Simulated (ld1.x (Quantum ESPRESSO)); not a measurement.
# Which change was made? (W, TM)

tungsten, norm-conserving Troullier–Martins (Kleinman–Bylander form), made with ld1.x (Quantum ESPRESSO) 7.5 (PBE, fully relativistic). Core [Xe] 4f14, reference 5d4 6s2 6p0. Waves: 6s (bound): rc 1.95 bohr; 6p (bound, empty): rc 2.55 bohr; 5d (bound): rc 1.95 bohr. Local part: all-electron potential smoothed inside 2.40 bohr (lloc = -2). Core correction: a·sin(br)/r model core, default radius (core density twice the valence density).

Open shells are filled in proportion to 2j + 1 (rel_dist='average').

Cutoffs, loose and tight: the cutoffs (Ry, on a coarse ladder) from which the occupation-weighted sum of valence levels, in a spherical-Bessel basis at the reference potential, stays within 10 and 1 mRy of its value at 400 Ry. They do not see the model core or the augmentation charge, which bear on the density cutoff. Test errors are all-electron minus pseudo excitation energies from the reference, over the configurations 5d4 6s1 6p0; 5d4 6s0 6p0; 5d3 6s0 6p0; 5d5 6s1 6p0; 5d4 6s0 6p2; 5d5 6s0 6p0; 5d4 6s1.5 6p0; variants that change the core or the reference have their own tests. The largest error is taken over the tests solved by every variant that gives reliable tests at all, those not shown here included: 5d3 6s0 6p0; 5d4 6s0 6p0; 5d4 6s0 6p2; 5d4 6s1 6p0; 5d4 6s1.5 6p0; 5d5 6s0 6p0.

The base gives: outcome: generated; cutoff, loose: 30 Ry; cutoff, tight: 60 Ry; bound ghosts: none; largest test error (meV): -176.

(1) After one change the result is: outcome: generated; cutoff, loose: 100 Ry; cutoff, tight: 230 Ry; bound ghosts: p1/2, s, p3/2; largest test error (meV): -221. Which change was it?
A. all radii but the core radius scaled by about 1.40 (s 2.74, p 3.58, d 2.74 bohr); local potential all-electron potential smoothed inside 3.36 bohr (lloc = -2)
B. all radii but the core radius scaled by about 0.82 (s 1.60, p 2.08, d 1.60 bohr); local potential all-electron potential smoothed inside 1.96 bohr (lloc = -2)
C. all radii but the core radius scaled by about 0.91 (s 1.78, p 2.32, d 1.78 bohr); local potential all-electron potential smoothed inside 2.18 bohr (lloc = -2)

Answers

(1) B. The others give: all radii but the core radius scaled by about 1.40 (s 2.74, p 3.58, d 2.74 bohr); local potential all-electron potential smoothed inside 3.36 bohr (lloc = -2) → outcome: generated; cutoff, loose: 25 Ry; cutoff, tight: 30 Ry; bound ghosts: none; largest test error (meV): -231 | all radii but the core radius scaled by about 0.91 (s 1.78, p 2.32, d 1.78 bohr); local potential all-electron potential smoothed inside 2.18 bohr (lloc = -2) → outcome: generated; cutoff, loose: 60 Ry; cutoff, tight: 100 Ry; bound ghosts: none; largest test error (meV): -204.
